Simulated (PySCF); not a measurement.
A structure optimised at PBE-D3(BJ)/def2-SVP, used in a PySCF frequency run:

```
B
O 1 1.3706
H 2 0.9754 1 111.71
C 1 1.5462 2 119.53 3 1.04
C 4 1.2301 2 152.39 3 1.25
H 5 1.0823 3 146.02 2 -179.22
C 1 1.5784 2 118.44 3 -177.47
H 7 1.1113 1 108.97 2 -19.00
H 7 1.1174 8 104.94 1 -112.13
C 7 1.5348 8 111.56 9 -118.22
H 10 1.1092 7 112.06 8 58.37
H 10 1.1092 11 107.64 7 -122.75
H 10 1.1096 11 107.25 12 -114.65
```
Charge 0, spin multiplicity 1.

**Question.** Write its SMILES and formula.

**Answer.** C#CB(O)CC, C4H7BO

**Question.** What are its rotational constants (standard atomic weights)?

**Answer.** 4.0396, 2.8543, 1.7453 GHz
